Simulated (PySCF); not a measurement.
Working out the ionisation energy of Cr

Cr [Ar] 3d5 4s1 (7S) → Cr⁺ [Ar] 3d5 (6S). Calculation: PySCF 2.14, in pcseg-2; the non-relativistic Hamiltonian (point nucleus). Frozen: [Ar]. Energies in hartree (1 hartree = 27.21139 eV):

```json
{"part": "UHF", "Cr (lower)": "-1043.333543", "Cr⁺ (upper)": "-1043.115830"}
{"part": "MP2 opposite-spin", "Cr (lower)": "0.000000", "Cr⁺ (upper)": "0.000000"}
{"part": "MP2 same-spin", "Cr (lower)": "-0.086611", "Cr⁺ (upper)": "-0.070391"}
```

Problem. What does Hartree-Fock give?

Solution. (-1043.115830) − (-1043.333543) = 0.217713 hartree = 5.924 eV.

Problem. What do MP2 and SCS-MP2 (6/5 opposite-spin, 1/3 same-spin) give?

Solution. The opposite-spin parts differ by 0.000 eV and the same-spin parts by 0.441 eV. MP2: 5.924 + (0.000) + (0.441) = 6.365 eV. SCS-MP2: 5.924 + 1.2 × (0.000) + (0.441)/3 = 6.071 eV.

Measured between the centres of the two terms (NIST): 6.767 eV, so MP2 (valence) is off by -0.402 eV.

The calculation is non-relativistic.

What remains against the reference includes basis incompleteness, the frozen core and correlation beyond second order.
